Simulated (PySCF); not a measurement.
**Spinor energies of Pb⁷⁸⁺ (lead, charge +78)**

Start: [He] 2s2. Calculated with PySCF 2.14 in an uncontracted even-tempered set (16 s from 71 bohr⁻², ratio 2.4; 13 p from 92 bohr⁻², ratio 2.4; 5 d from 290 bohr⁻², ratio 2.6; 4 f from 430 bohr⁻², ratio 2.6): generalised Hartree-Fock with the X2C-1e Hamiltonian and a Gaussian nucleus; one run each with spin-orbit coupling (SO) switched off, then screened by Boettger's factors.

| spinor shell | electrons | ε, spin-free (eV) | ε, screened SO (eV) | weight of nominal j (screened SO) | rms radius, screened SO (bohr) |
| --- | --- | --- | --- | --- | --- |
| 1s1/2 | 2 | -98713.3 | -98713.3 | 1.000 | 0.0180 |
| 2s1/2 | 2 | -24589.2 | -24589.2 | 1.000 | 0.0701 |

```csv
quantity,spin-free,screened SO
E (hartree),-9218.44459,-9218.44459
M_J,0,0
⟨J²⟩,0.000,0.000
⟨L²⟩,0.000,0.000
⟨S²⟩,0.000,0.000
```

Breit and QED terms are absent; they matter most for the inner s and p1/2 levels.

Densities and radii are taken from the X2C orbitals without a picture-change correction, which distorts them close to the nucleus.

Without spin-orbit coupling the j labels of p, d and f shells carry no meaning; the spin-free column gives the mean over the occupied spinors of each nl shell.
